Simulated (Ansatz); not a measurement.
What each rung costs, and what it gives

Saddle point of SnH6SeS, closed shell (SnH₄S ([SH][SnH3]) + H₂Se → SnH₄Se ([SeH][SnH3]) + H₂S; bonds formed: Sn1–Se7, S2–H6; bonds broken: Sn1–S2, H6–Se7), PBE0-D4/def2-TZVP structure:

Sn1  (-0.932, -0.642, -0.054)
S2  (1.142, 0.083, 1.519)
H3  (-0.613, -1.769, -1.291)
H4  (-1.409, -1.596, 1.308)
H5  (-2.188, 0.496, -0.243)
H6  (1.296, 0.895, 0.229)
Se7  (0.701, 1.272, -1.542)
H8  (0.398, 1.043, 2.096)
H9  (1.605, 0.219, -2.022)
(Å)

Barriers are electronic and count from the start structure reached by relaxing down the imaginary mode.

Computed with Ansatz 0.2.0 (basis: as named in each row); correlated methods freeze the cores. Filled d shells of the heavier atoms are correlated. Core potentials replace the inner electrons of the atoms past krypton. The def2 sets are not built for correlating such inner shells, so the correlated values are less sure here. B3LYP uses VWN-RPA correlation. Extrapolation: Hartree–Fock as exp(−7.88 √X), correlation as X^−2.97.

Times are rough, for one single point on 8 threads of a shared host (Arm Neoverse V2).

The estimate by CCSD(T) at an estimated basis limit (MP2 extrapolated from triple and quadruple zeta, plus CCSD(T) − MP2 in triple zeta) is 27.12 kcal/mol.

```json
{"method": "SPW92", "basis": "def2-SVP", "time (s)": "under 1", "barrier (kcal/mol)": "12.24", "method less estimate": "-14.88"}
{"method": "PBE-D4", "basis": "def2-SVP", "time (s)": "under 1", "barrier (kcal/mol)": "16.57", "method less estimate": "-10.55"}
{"method": "PBE0-D4", "basis": "def2-SVP", "time (s)": "under 1", "barrier (kcal/mol)": "21.79", "method less estimate": "-5.33"}
{"method": "SPW92", "basis": "def2-TZVPP", "time (s)": "under 1", "barrier (kcal/mol)": "13.86", "method less estimate": "-13.26"}
{"method": "PBE-D4", "basis": "def2-TZVPP", "time (s)": "1", "barrier (kcal/mol)": "17.78", "method less estimate": "-9.34"}
{"method": "BLYP-D4", "basis": "def2-TZVPP", "time (s)": "1", "barrier (kcal/mol)": "20.62", "method less estimate": "-6.50"}
{"method": "B3LYP-D4", "basis": "def2-TZVPP", "time (s)": "2", "barrier (kcal/mol)": "24.60", "method less estimate": "-2.52"}
{"method": "BHLYP-D4", "basis": "def2-TZVPP", "time (s)": "2", "barrier (kcal/mol)": "29.97", "method less estimate": "2.85"}
{"method": "PBE0-D4", "basis": "def2-TZVPP", "time (s)": "2", "barrier (kcal/mol)": "22.67", "method less estimate": "-4.45"}
{"method": "CAM-B3LYP-D4", "basis": "def2-TZVPP", "time (s)": "2", "barrier (kcal/mol)": "29.12", "method less estimate": "2.00"}
{"method": "r2SCAN-D4", "basis": "def2-TZVPP", "time (s)": "2", "barrier (kcal/mol)": "21.09", "method less estimate": "-6.03"}
{"method": "r2SCAN0-D4", "basis": "def2-TZVPP", "time (s)": "3", "barrier (kcal/mol)": "24.70", "method less estimate": "-2.42"}
{"method": "RPA on PBE", "basis": "def2-TZVPP", "time (s)": "3", "barrier (kcal/mol)": "28.96", "method less estimate": "1.84"}
{"method": "wB97M-V", "basis": "def2-SVP", "time (s)": "3", "barrier (kcal/mol)": "27.54", "method less estimate": "0.42"}
{"method": "B2PLYP", "basis": "def2-TZVPP", "time (s)": "3", "barrier (kcal/mol)": "27.49", "method less estimate": "0.37"}
{"method": "PBE-QIDH", "basis": "def2-TZVPP", "time (s)": "3", "barrier (kcal/mol)": "26.94", "method less estimate": "-0.18"}
{"method": "CCSD(T)", "basis": "def2-SVP", "time (s)": "3", "barrier (kcal/mol)": "30.36", "method less estimate": "3.24"}
{"method": "wB97X-V", "basis": "def2-TZVPP", "time (s)": "4", "barrier (kcal/mol)": "30.08", "method less estimate": "2.96"}
{"method": "B97M-V", "basis": "def2-TZVPP", "time (s)": "4", "barrier (kcal/mol)": "25.92", "method less estimate": "-1.20"}
{"method": "wB97M-V", "basis": "def2-TZVPP", "time (s)": "6", "barrier (kcal/mol)": "28.77", "method less estimate": "1.65"}
{"method": "MP2", "basis": "def2-QZVPP", "time (s)": "10", "barrier (kcal/mol)": "26.61", "method less estimate": "-0.51"}
{"method": "CCSD(T)", "basis": "def2-TZVPP", "time (s)": "85", "barrier (kcal/mol)": "29.67", "method less estimate": "2.55"}
```

All methods are single points on the PBE0-D4 structures.

T1 diagnostic: at most 0.013.

Labels in which every atom is bracketed show which atoms are joined, not bond orders.
